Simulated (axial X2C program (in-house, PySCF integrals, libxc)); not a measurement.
**Spin–orbit effects along a row: molecules with Si (ions), PBE0**

All values come from calculations with an axial X2C code built on PySCF integrals, spin-free (one-electron X2C) or two-component (2c: spin–orbit coupling with atomic mean-field Coulomb and Gaunt terms, which also bring small scalar terms), in Dyall basis sets with cores contracted in-house; open shells are unrestricted.

Basis sets: B dyall-v3z, Be dyall-cv3z, C dyall-v3z, F dyall-av3z, Li dyall-cv3z, N dyall-av3z, O dyall-av3z, Si dyall-v3z.

```csv
molecule,spin-free state,Re (Å),ωe (cm⁻¹),De (eV),2c state,Re 2c (Å),ωe 2c (cm⁻¹),De 2c (eV)
LiSi⁺,"M_S = 1, Λ = 1",2.764,265.1,0.75,Ω = 2,2.765,265.1,0.74
BeSi⁺,"M_S = 1/2, Λ = 1",2.282,464.4,2.14,Ω = 1/2,2.284,463.4,2.14
SiB⁺,"M_S = 1, Λ = 1",2.103,545.3,2.72,Ω = 2,2.103,546.1,2.71
SiC⁺,"M_S = 3/2, Λ = 0",1.822,836.6,3.77,Ω = 3/2,1.823,836.5,3.77
SiN⁺,"M_S = 1, Λ = 0",1.794,789.7,2.67,Ω = 1,1.794,789.6,2.67
SiO⁺,"M_S = 1/2, Λ = 0",1.526,1140.8,4.58,Ω = 1/2,1.526,1140.7,4.58
SiF⁺,"M_S = 0, Λ = 0",1.547,1019.4,6.59,Ω = 0,1.547,1019.5,6.59
```

Fragments in 2c: Si + Li+, Si+ + Be, Si+ + B, Si+ + C, Si+ + N, Si+ + O, Si+ + F. Each entry is the lowest single determinant of a limited PBE0 search at one distance. De goes to single-determinant-based atoms at the same level (for ions the charge split of lowest energy) and is withheld (n/a) where an atom does not fit its ground term or J level. Main or longest-lived isotopes. One determinant is a doubtful description, or other states lie close, for LiSi⁺, SiB⁺, SiC⁺, SiN⁺; these need not be ground states, and all values refer to the states named. Some open-shell Ω = 0 determinants are out of reach, so the Ω given for LiSi⁺, SiB⁺, SiN⁺ need not be the lowest component. With several unpaired electrons the Ω given is that of one determinant, not necessarily of the lowest component. Some light 2c atoms are not at their ground J level, so De misses part of their lowering (0.04 eV or less). The functionals have no current term, which raises determinants with orbital currents. Where the atoms have a lower orbital projection than the molecule, De at mean-field level may be about a tenth of an eV too small.
